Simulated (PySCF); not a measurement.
Compound: C6H11NO.
Atom-mapped SMILES: `[CH3:1][O:2][C@H:3]1[CH:4]=[N:5][CH2:6][CH2:7][CH2:8]1`

Geometry (GFN2-xTB, Å), atoms numbered from 1 in this order:
```
atom  x, y, z in Å
C1     2.7009   -0.0667   -0.8308
O2     1.5581    0.7471   -0.8951
C3     0.5656    0.4522    0.0672
C4    -0.4328    1.5877    0.0322
N5    -1.6729    1.5124    0.1915
C6    -2.3211    0.2515    0.4238
C7    -1.3857   -0.9142    0.7524
C8    -0.1685   -0.8743   -0.1669
H9     3.4218    0.3694   -1.5199
H10    3.1250   -0.0767    0.1813
H11    2.4902   -1.0974   -1.1372
H12    1.0284    0.4375    1.0739
H13   -0.0105    2.5643   -0.1719
H14   -3.0454    0.4112    1.2284
H15   -2.8937    0.0381   -0.4858
H16   -1.9195   -1.8588    0.6395
H17   -1.0537   -0.8337    1.7905
H18   -0.4838   -0.9160   -1.2120
H19    0.4878   -1.7242    0.0316
```

Probes without a nucleus sit at each ring's centroid and 1 Å off its mean plane on both sides; NICS is minus the shielding there, NICSzz its component along the normal. Level: GIAO PBE0/pcSseg-1 (PySCF, non-relativistic, gas phase) on the GFN2-xTB geometry, one conformer.

Ring bond lengths (Å), with Mayer bond orders in brackets: C3–C4 1.512 (0.94), C4–N5 1.253 (2.00), N5–C6 1.437 (0.99), C6–C7 1.530 (1.02), C7–C8 1.526 (1.03), C8–C3 1.534 (1.01).

Q: Give the NICS values of each ring in ppm.

A: 
| ring | type | NICS(0) | NICS(1), two faces | NICS(1)zz, two faces | rms pucker (Å) | centre to ring atoms, mean (Å) |
| --- | --- | --- | --- | --- | --- | --- |
| C3–C4–N5–C6–C7–C8 | 6-membered ring with N; formal bonds 1 double, 5 single | 0.3 | -2.4 / -1.9 | 1.8 / 2.9 | 0.20 | 1.43 |

Q: What can be read from them?

A: 
- C3–C4–N5–C6–C7–C8: mean NICS(1)zz 2.3 ppm, near zero. C3, C6, C7, C8 have four or more neighbours, and the NICS criterion for π rings isn't applied.

Q: Give the inner angles of the rings and the Hirshfeld charges of the ring atoms.

A: 
- C3–C4–N5–C6–C7–C8: C3 109.3° (+0.038 e), C4 127.3° (+0.034 e), N5 121.3° (-0.158 e), C6 115.3° (-0.028 e), C7 109.8° (-0.072 e), C8 108.2° (-0.080 e); sum 691.1° against 720° for a flat convex ring.

Q: How shielded are the nuclei of the rings and their hydrogens (means over atoms taken as equivalent)?

A: 
```tsv
atoms	environment	σ isotropic (ppm)
C3	sp3 carbon bound to oxygen	107.7
C4	imine carbon	18.6
N5	imine nitrogen	-108.5
C6	sp3 carbon bound to nitrogen	133.7
C7	ring CH2 carbon	163.0
C8	ring CH2 carbon	159.9
H12	methine hydrogen	28.20
H13	hydrogen on a C=N carbon	23.88
H14	methylene hydrogen	27.56
H15	methylene hydrogen	27.99
H16	methylene hydrogen	30.10
H17	methylene hydrogen	30.20
H18	methylene hydrogen	30.53
H19	methylene hydrogen	29.48
```

The list is cut; further classes of hydrogen are left out.

Hardware: Arm Neoverse V2, one thread, no GPU (shared host). Cost: 25 s wall, 0.85 GiB resident at most. This is the whole shielding run at PBE0/pcSseg-1, SCF included.
